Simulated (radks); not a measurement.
Values are calculated unless marked as measured or tabulated.
These are the eigenvalues of the occupied orbitals of an atom or ion with whole-number occupations (hartree). Code: a radial shooting solver on a logarithmic mesh with Libxc functionals. Model: scalar-relativistic Kohn-Sham, PBE, spin-unpolarised, spherical densities, finite nucleus; Fermi nuclear charge, rms radius of each element as measured or else 0.836 A^(1/3) + 0.57 fm.

| orbital | eigenvalue |
|---|---|
| 1s | -1777.529 |
| 2s | -292.1132 |
| 2p | -260.3067 |
| 3s | -64.50529 |
| 3p | -54.60470 |
| 3d | -41.36171 |
| 4s | -13.01368 |
| 4p | -9.75123 |
| 4d | -5.20303 |
| 5s | -1.77187 |
| 5p | -0.97887 |
| 4f | -0.30741 |
| 6s | -0.14917 |
| 5d | -0.09702 |

Which element is it, and in what charge state? The configuration may be excited.

Answer. Z = 63, europium, charge 0: Eu in [Xe] 4f6 5d1 6s2. The list shows which subshells hold electrons but not how many an open one holds; the 1s level, -1777.5 hartree, gives Z - s = 59.6 by -(Z - s)^2/2, which with screening and relativity narrows Z to a few neighbours, and the depths of the outer levels then fix element, charge and occupations together.
